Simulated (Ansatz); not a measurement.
Cost and result for the atomization energy of Cl2GeH5NSi, SMILES `Cl[SiH2][NH][GeH2][Cl]` (10 atoms, 9 bonds).

Cartesian coordinates in Å:
```
Cl -2.587 1.125 -1.204
Si -1.535 0.171 0.293
N -0.125 -0.599 -0.280
Ge 1.578 0.053 -0.221
Cl 2.635 -0.850 1.432
H -2.470 -0.815 0.876
H -1.121 1.215 1.255
H -0.223 -1.501 -0.723
H 1.507 1.555 0.054
H 2.342 -0.354 -1.483
```

Total charge 0; spin multiplicity 1. Correlated methods include outer-core shells of Ge, which these sets cover unevenly. Scalar relativity is left out up to krypton. All single points use the PBE0-D4/def2-TZVP geometry. It is one conformer, not always the lowest. Program: Ansatz. All runs use 2 threads of an AMD EPYC 7R13 on a shared host and a share of an NVIDIA H100 80 GB. Times are those of one run each, without the atoms' runs, and a repeat can differ threefold. Electronic energies, without spin–orbit coupling; frozen cores. CCSD(T)/CBS adds CCSD(T) − MP2 in def2-TZVPP to the MP2 limit, and its time is that of the two runs behind it. T1 = 0.010. With those shells the extrapolation isn't a true limit. B3LYP takes the VWN-RPA correlation (the form of Gaussian; ORCA's B3LYP/G).

CCSD(T)/CBS is a level of theory with its own doubt, some kJ/mol a heavy atom from the limit and from the frozen cores, so smaller differences don't rank the functionals.

```csv
level,functions,wall time,atomization (kJ/mol),difference from CCSD(T)/CBS,per bond
r2SCAN-D4/def2-TZVPP (with forces),275,3.8 s,3079.9,-14.2,-1.6
PBE-D4/def2-TZVPP (with forces),275,4.4 s,3083.8,-10.3,-1.1
B3LYP-D4/def2-TZVPP (with forces),275,5.5 s,3057.2,-36.9,-4.1
ωB97X-V/def2-TZVPP,275,6.5 s,3112.3,18.2,2.0
PBE0-D4/def2-TZVPP,275,6.5 s,3054.0,-40.1,-4.4
B2PLYP/def2-TZVPP,275,7.5 s,3027.8,-66.3,-7.4
MP2/def2-QZVPP,506,9.5 s,3095.9,1.8,0.2
ωB97M-V/def2-TZVPP (with forces),275,10 s,3087.6,-6.5,-0.7
CCSD(T)/def2-TZVPP,275,11 s,3002.3,-91.8,-10.2
CCSD(T)/CBS(def2),–,20 s,3094.1,0.0,0.0
```

The D4 term adds +46.7 kJ/mol with B3LYP and +24.8 kJ/mol with PBE0; it sums over pairs of atoms, weighted by their polarisabilities, and B3LYP, whose exchange is more repulsive, gets the larger term. In def2-TZVPP, CCSD(T) changes the Hartree–Fock value by +784.7 kJ/mol (the triples alone add +47.6 kJ/mol) and MP2 by +823.7 kJ/mol; breaking electron pairs costs correlation energy, which Hartree–Fock lacks. From PBE to PBE0 (25 % exact exchange), in def2-TZVPP and without D4, the atomization energy moves by −25.8 kJ/mol: exact exchange takes away binding that semilocal exchange gives to molecules.
